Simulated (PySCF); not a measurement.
Compound: C6H9F3O2.
SMILES with atom numbers: `[CH3:1][O:2][C:3](=[O:4])[C@H:5]([CH3:6])[CH2:7][C:8]([F:9])([F:10])[F:11]` (hydrogens: H12, H13, H14 on C1; H15 on C5; H16, H17, H18 on C6; H19, H20 on C7)

Method: PySCF, PBE0-D3(BJ)/def2-SVP geometry optimisation, gas phase; density fitting, grid level 1; the optimiser is geomeTRIC in internal coordinates, started from a GFN2-xTB structure.

Step 0: E = -18581.4782 eV
```
atom  x, y, z in Å  |  force x, y, z in eV/Å
C1      2.9091    0.8155   -0.5355   -0.435  -0.180   0.132
O2      1.7448    0.4602    0.2016    0.211   0.074  -0.011
C3      0.7804   -0.1506   -0.4794   -0.310   0.040   0.359
O4      0.8390   -0.4287   -1.6468    0.109  -0.037  -0.106
C5     -0.4042   -0.4881    0.4213   -0.021  -0.283  -0.596
C6     -0.3733   -1.9926    0.6971    0.025   0.572  -0.047
C7     -1.7010   -0.0944   -0.2935    0.529   0.712   0.290
C8     -1.8904    1.4080   -0.2962   -0.465   0.420   0.009
F9     -2.9989    1.7741   -0.9577    0.124  -0.262   0.016
F10    -2.0144    1.9040    0.9471    0.085  -0.259  -0.026
F11    -0.8714    2.0690   -0.8624    0.056  -0.250  -0.014
H12     3.4116   -0.0817   -0.9014    0.170  -0.204  -0.129
H13     3.5502    1.3600    0.1520    0.203   0.161   0.205
H14     2.6354    1.4412   -1.3864   -0.021   0.165  -0.239
H15    -0.3004    0.0641    1.3590    0.008   0.120   0.163
H16    -0.4265   -2.5436   -0.2388   -0.027  -0.254  -0.359
H17     0.5481   -2.2616    1.2073    0.359  -0.176   0.211
H18    -1.2129   -2.2786    1.3253   -0.334  -0.159   0.267
H19    -2.5692   -0.5315    0.2025   -0.231  -0.096   0.100
H20    -1.6648   -0.4340   -1.3313   -0.034  -0.104  -0.225
```

Step 1: E = -18581.5106 eV
```
atom  x, y, z in Å  |  force x, y, z in eV/Å
C1      2.9679    0.7473   -0.5279    0.075   0.032  -0.012
O2      1.7934    0.4589    0.2095   -0.113  -0.018   0.022
C3      0.8033   -0.1129   -0.4783    0.115   0.016  -0.087
O4      0.8797   -0.3843   -1.6488   -0.064   0.016   0.032
C5     -0.3867   -0.4436    0.3974   -0.032   0.069   0.079
C6     -0.3568   -1.9439    0.6873   -0.015  -0.060   0.034
C7     -1.6870   -0.0600   -0.2990   -0.127   0.021  -0.030
C8     -1.9983    1.4161   -0.2811    0.122  -0.357   0.026
F9     -3.1382    1.6626   -0.9298    0.038   0.111   0.020
F10    -2.1382    1.8629    0.9741   -0.005   0.103  -0.033
F11    -1.0317    2.1396   -0.8570   -0.009   0.078   0.010
H12     3.4354   -0.1779   -0.8987   -0.020   0.014   0.003
H13     3.6459    1.2631    0.1630   -0.016  -0.015  -0.020
H14     2.7390    1.3897   -1.3910   -0.002  -0.010   0.018
H15    -0.2868    0.1127    1.3428   -0.002  -0.019  -0.036
H16    -0.4167   -2.5160   -0.2514   -0.007   0.007   0.016
H17     0.5698   -2.2311    1.2061   -0.001   0.016  -0.015
H18    -1.2067   -2.2305    1.3256    0.023   0.004  -0.011
H19    -2.5427   -0.5526    0.1902    0.063  -0.018  -0.050
H20    -1.6532   -0.3895   -1.3494   -0.024   0.010   0.035
```

Step 2: E = -18581.5140 eV
```
atom  x, y, z in Å  |  force x, y, z in eV/Å
C1      2.9288    0.7892   -0.5272    0.040  -0.006  -0.021
O2      1.7652    0.4506    0.2078    0.016  -0.041  -0.157
C3      0.7898   -0.1393   -0.4844   -0.157   0.035   0.052
O4      0.8438   -0.4056   -1.6569    0.193   0.057   0.075
C5     -0.3942   -0.4708    0.3996    0.006  -0.095   0.057
C6     -0.3686   -1.9706    0.6997   -0.009   0.020  -0.001
C7     -1.6869   -0.0737   -0.2997   -0.065   0.039   0.002
C8     -1.9347    1.4112   -0.2895   -0.043   0.017   0.008
F9     -3.0565    1.7197   -0.9425   -0.047  -0.015  -0.027
F10    -2.0573    1.8840    0.9580   -0.001  -0.028   0.050
F11    -0.9374    2.0940   -0.8640    0.078   0.000  -0.038
H12     3.4195   -0.1136   -0.9203    0.002   0.000  -0.001
H13     3.5943    1.3091    0.1714    0.002  -0.003  -0.006
H14     2.6765    1.4431   -1.3744   -0.008   0.008   0.003
H15    -0.2876    0.0904    1.3398   -0.013  -0.010   0.000
H16    -0.4363   -2.5494   -0.2337   -0.004  -0.001  -0.001
H17     0.5613   -2.2544    1.2136    0.004   0.005  -0.006
H18    -1.2139   -2.2505    1.3459    0.003   0.002   0.003
H19    -2.5530   -0.5448    0.1882    0.004   0.013   0.003
H20    -1.6613   -0.4077   -1.3478    0.001   0.002   0.005
```

**Question.** Estimate the geometry and energy of step 3. (The exact step hangs on the optimiser's Hessian estimate; all steps are aligned on step 2, rigid shifts and turns removed.)

**Answer.** E = -18581.5117 eV, largest force 0.282 eV/Å
```
atom  x, y, z in Å  |  force x, y, z in eV/Å
C1      2.9205    0.8005   -0.5386   -0.032  -0.028   0.004
O2      1.7668    0.4551    0.2109   -0.036   0.046   0.215
C3      0.7864   -0.1382   -0.4689    0.248   0.099  -0.092
O4      0.8744   -0.3933   -1.6411   -0.217  -0.143  -0.087
C5     -0.4043   -0.4800    0.4072    0.094  -0.080  -0.037
C6     -0.3770   -1.9799    0.7059    0.011   0.038  -0.026
C7     -1.6921   -0.0787   -0.3010    0.018   0.021   0.000
C8     -1.9190    1.4075   -0.2907   -0.075   0.155  -0.006
F9     -3.0292    1.7383   -0.9536   -0.035  -0.045  -0.016
F10    -2.0445    1.8827    0.9561   -0.005  -0.052   0.037
F11    -0.9045    2.0755   -0.8553    0.040  -0.021  -0.026
H12     3.4074   -0.0988   -0.9434   -0.001  -0.003  -0.009
H13     3.5945    1.3186    0.1525   -0.002   0.001   0.020
H14     2.6533    1.4583   -1.3780   -0.003   0.003  -0.005
H15    -0.3058    0.0793    1.3487    0.002   0.008   0.014
H16    -0.4391   -2.5584   -0.2278   -0.001  -0.005  -0.005
H17     0.5522   -2.2597    1.2229    0.004  -0.004  -0.003
H18    -1.2234   -2.2626    1.3487   -0.006   0.005   0.008
H19    -2.5641   -0.5452    0.1785   -0.015   0.013   0.030
H20    -1.6612   -0.4104   -1.3491    0.010  -0.008  -0.015
```

The energy changes by +0.0023 eV. The first-order estimate −F·Δx gives -0.0104 eV and the mean of the old and new forces, exact on a quadratic surface, +0.0021 eV. The step makes an angle of 73° with the force vector and moves no atom by more than 0.039 Å. The energy falls at the start of this step and ends higher, so the step passed the lowest point of its straight line.

What follows is the cost of the whole optimisation. Hardware: Arm Neoverse V1, one thread, on a shared host. Cost: 2.6 min of wall time, 0.88 GiB resident at most.
